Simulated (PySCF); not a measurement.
Compound: C4H9NSi2.
Geometry (GFN2-xTB, Å), atoms numbered from 1 in this order:
```
atom  x, y, z in Å
C1     2.043   -0.956    0.096
Si2    0.578    0.218   -0.174
C3     1.244    1.800   -0.922
N4     1.642    2.772   -1.381
C5    -0.945   -0.441   -1.139
Si6   -2.107   -0.137    0.362
C7    -0.589    0.568    1.309
H8     2.778   -0.520    0.767
H9     1.707   -1.892    0.530
H10    2.544   -1.182   -0.840
H11   -0.870   -1.477   -1.460
H12   -1.201    0.138   -2.023
H13   -3.177    0.827    0.116
H14   -2.642   -1.367    0.951
H15   -0.677    1.618    1.574
H16   -0.335    0.039    2.224
```

NICS is the negative of the GIAO shielding at a point without a nucleus: at the ring centre (0) and 1 Å above and below it (1); zz is the component along the ring normal. Level: GIAO PBE0/pcSseg-1 (PySCF, non-relativistic, gas phase) on the GFN2-xTB geometry, one conformer.

Ring bond lengths (Å), with Mayer bond orders in brackets: Si2–C5 1.920 (0.91), C5–Si6 1.923 (0.91), Si6–C7 1.923 (0.91), C7–Si2 1.919 (0.91).

Problem. Give the NICS values of each ring in ppm.

Solution. 
| ring | type | NICS(0) | NICS(1), two faces | NICS(1)zz, two faces | rms pucker (Å) | centre to ring atoms, mean (Å) |
| --- | --- | --- | --- | --- | --- | --- |
| Si2–C5–Si6–C7 | 4-membered ring with 2 Si; formal bonds all single | 0.6 | -0.9 / -1.2 | 5.4 / 4.8 | 0.01 | 1.36 |

Problem. What do they say, and how far can they be read as aromaticity?

Solution. 
- Si2–C5–Si6–C7: mean NICS(1)zz 5.1 ppm, deshielded. Si2, C5, Si6, C7 have four or more neighbours; no verdict on aromaticity is drawn.

Problem. What is the mean of the two in-plane components of NICS at the first NICS(1) probe listed for ring Si2–C5–Si6–C7, 1 Å off the ring?

Solution. The isotropic value is a third of the trace: (3 × -0.9 − (5.4))/2 = -4.1 ppm.

Problem. List the ring angles and the Hirshfeld charges of the ring atoms.

Solution. 
- Si2–C5–Si6–C7: Si2 88.2° (+0.438 e), C5 91.9° (-0.255 e), Si6 88.0° (+0.353 e), C7 91.9° (-0.255 e); sum 360.0° against 360° for a flat convex ring.

The run took 45 s wall on one thread, Arm Neoverse N1 (aarch64), on a shared host, and the process peaked at 0.82 GiB of memory. This is the whole shielding run at PBE0/pcSseg-1, SCF included.
